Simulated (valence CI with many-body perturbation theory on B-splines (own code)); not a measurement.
Os4+: calculation against measured levels

Level of theory: valence CI with perturbative core correlation (CI+MBPT): four valence electrons over a frozen Dirac-Fock core [Xe] 4f14, radial functions for each j: 9 s, 9 p, 10 d, 8 f, 5 g, 3 h, 1 i, with the one-electron correlation potential Σ1, the two-electron term Σ2, the three-electron term Σ3, Breit, model QED; selected CI, second order for the rest, scaled by the run's own slope (own B-spline code, finite nucleus).

Set against measurement, 53 paired levels are off by 751 cm⁻¹ on average, the worst by 1811. These come from a selection out of Palmeri et al., Atoms 14, 22 (2026). Levels without a partner in it may be off by more, other configurations by 1,000 to 8,000 cm⁻¹. Among the levels kept, up to 250 cm⁻¹ of a level comes from second order outside the variational space, and about a tenth of that is noise between levels of different J, which matters for small intervals. Only levels of the ground parity were solved; by the run's estimate the other parity begins above the list, which can be wrong where configurations are misplaced. 1 measured level below the end of the list, from 73849 cm⁻¹ on, found no clear computed partner, and computed levels of the same name lie up to 620 cm⁻¹ from them.

Measured levels: measured levels as listed in Palmeri et al., Atoms 14, 22 (2026). Pairs share parity and J, and are chosen by configuration, term and nearness in energy; levels without a clear partner are left out. Energies in cm⁻¹ above the measured ground level. The last column is blank where CI alone has no clear partner.

Names give the largest LS component (configuration and term), which can be under half, so a name can repeat, a term be missing and a line seem to break the LS rules; names also repeat where a configuration has a term twice. Letters in brackets count levels of one name in rising energy.

| Computed label | Label in the source | Measured | Computed | Difference | CI alone, difference |
| --- | --- | --- | --- | --- | --- |
| 5d4 5D_0 | 5d4 5D | 0 | 0.0 | 0 | 0 |
| 5d4 5D_1 | 5d4 5D | 4311.2 | 4124.6 | -187 | -642 |
| 5d4 5D_2 | 5d4 5D | 8083 | 7840.3 | -243 | -1047 |
| 5d4 5D_3 | 5d4 5D | 11018.5 | 10805.0 | -213 | -1274 |
| 5d4 5D_4 | 5d4 5D | 12966.1 | 12839.5 | -127 | -1262 |
| 5d4 3P_0 [a] | 5d4 | 18364.2 | 18613.8 | +250 | -2024 |
| 5d4 3H_4 | 5d4 3H | 20373.8 | 20215.1 | -159 | -754 |
| 5d4 3G_3 | 5d4 3G | 23942.3 | 24082.2 | +140 | -1039 |
| 5d4 3F_2 [a] | 5d4 | 24400.9 | 24720.8 | +320 | -1639 |
| 5d4 3P_1 [a] | 5d4 3P | 24679.7 | 25023.9 | +344 | -2644 |
| 5d4 3H_5 | 5d4 3H | 25343.9 | 25138.0 | -206 | -1023 |
| 5d4 3H_6 | 5d4 3H | 27669.2 | 27390.4 | -279 | -1139 |
| 5d4 3G_4 | 5d4 3G | 29844.2 | 29866.2 | +22 | -1708 |
| 5d4 3P_2 [a] | 5d4 | 30247.3 | 30737.8 | +490 | -2150 |
| 5d4 3F_4 [a] | 5d4 | 31788.2 | 31923.1 | +135 | -1805 |
| 5d4 3F_3 [a] | 5d4 3F | 32171.8 | 32585.8 | +414 | -1436 |
| 5d4 3D_3 | 5d4 | 34704.5 | 35030.5 | +326 | -1701 |
| 5d4 1D_2 [a] | 5d4 | 36307.1 | 36814.6 | +507 | -2987 |
| 5d4 3G_5 | 5d4 3G | 37015.5 | 37008.3 | -7 | -2144 |
| 5d4 3D_1 | 5d4 3D | 38535.8 | 39067.2 | +531 | -1931 |
| 5d4 1I_6 | 5d4 1I | 39283.5 | 38965.7 | -318 | -1887 |
| 5d4 1G_4 [a] | 5d4 | 43779.4 | 44149.3 | +370 | -2180 |
| 5d4 3P_2 [b] | 5d4 | 43959.7 | 44644.3 | +685 | -2669 |
| 5d4 1F_3 | 5d4 1F | 46548.9 | 47239.8 | +691 | -1980 |
| 5d4 3P_2 [c] | 5d4 | 49999.5 | 50986.6 | +987 | -2399 |
| 5d4 3F_4 [b] | 5d4 3F | 53794.8 | 54476.5 | +682 | -3061 |
| 5d4 3F_2 [b] | 5d4 | 55042.9 | 55820.4 | +778 | -2590 |
| 5d4 3F_3 [b] | 5d4 3F | 55872 | 56687.7 | +816 | -2477 |
| 5d4 3P_1 [b] | 5d4 3P | 55987.5 | 57012.8 | +1025 | -2721 |
| 5d4 1G_4 [b] | 5d4 | 59575.9 | 60385.4 | +810 | -2625 |
| 5d3 6s 5F_1 | 5d3(4F) 6s 5F | 71190.4 | 72059.6 | +869 | -10235 |
| 5d3 6s 5F_3 | 5d3(4F) 6s 5F | 78168.3 | 78964.9 | +797 | -11105 |
| 5d3 6s 5F_4 | 5d3(4F) 6s 5F | 82424.4 | 83229.8 | +805 | -11484 |
| 5d3 6s 5P_2 | 5d3(4P) 6s | 85659.4 | 87016.0 | +1357 | -10043 |
| 5d3 6s 5F_5 | 5d3(4F) 6s 5F | 85963.9 | 86824.0 | +860 | -11592 |
| 5d3 6s 5P_1 | 5d3(4P) 6s 5P | 87332.4 | 88745.1 | +1413 | -10317 |
| 5d3 6s 3F_2 [a] | 5d3(4F) 6s 3F | 89238.8 | 90357.0 | +1118 | -10594 |
| 5d3 6s 3G_3 | 5d3(2G) 6s | 92183.7 | 93280.0 | +1096 | -10778 |
| 5d3 6s 3H_4 | 5d3(2H) 6s | 93810.8 | 94841.2 | +1030 | -10562 |
| 5d3 6s 5P_3 | 5d3(4P) 6s 5P | 94638.7 | 96013.3 | +1375 | -11025 |
| 5d3 6s 3H_5 [a] | 5d3(2H) 6s | 97477 | 98418.8 | +942 | -11090 |
| 5d3 6s 3G_4 | 5d3(2G) 6s | 98874 | 100009.1 | +1135 | -10999 |
| 5d3 6s 3F_3 [a] | 5d3(2G) 6s | 99046.4 | 100074.3 | +1028 | -11669 |
| 5d3 6s 3D_2 | 5d3(2D) 6s | 101269.7 | 102763.0 | +1493 | -11741 |
| 5d3 6s 3F_4 [a] | 5d3(4F) 6s 3F | 102359.2 | 103299.4 | +940 | -11638 |
| 5d3 6s 3H_6 | 5d3(2H) 6s 3H | 104990.6 | 105913.7 | +923 | -11243 |
| 5d3 6s 3P_2 | 5d3(4P) 6s | 107300.6 | 108940.7 | +1640 | -11494 |
| 5d3 6s 3H_5 [b] | 5d3(2H) 6s 3H | 107899.1 | 108879.9 | +981 | -11788 |
| 5d3 6s 3D_3 | 5d3(2D) 6s 3D | 108078.7 | 109730.8 | +1652 | -11791 |
| 5d3 6s 1H_5 | 5d3(2H) 6s 1H | 112647.5 | 113638.4 | +991 | -11798 |
| 5d3 6s 3F_3 [b] | 5d3(2F) 6s 3F | 112937.4 | 114748.8 | +1811 | -10382 |
| 5d3 6s 3F_4 [b] | 5d3(2F) 6s 3F | 113528.1 | 115154.6 | +1627 |  |
| 5d3 6s 3F_2 [b] | 5d3(4P) 6s | 114015.2 | 114726.3 | +711 |  |
| 5d3 6s 1G_4 | 5d3(2G) 6s 1G | 114903.9 | 116069.4 | +1166 |  |

Over 53 excited levels the mean absolute difference is 751 cm⁻¹, the median 797 and the largest 1811. For the 50 levels that pair on every rung the mean is CI alone 5766, + Σ1 3056, + Σ2 601, + Σ3 727, + Breit 548, + QED 726. The comparison draws on a selection of the measured levels: 54 of the 66 computed ones have a partner in it, and others may be off by more.

These 1 measured levels below the end of the computed list are not counted above. Beside each stands the unpaired computed level of its name, or else the nearest of its J and parity; the gap is either an error of the method or a doubtful assignment.

| Label in the source | J | Measured | Unpaired level | Computed |
| --- | --- | --- | --- | --- |
| 5d3(4F) 6s 5F | 2 | 73849 | 5d3 6s 5F_2 | 74469 |
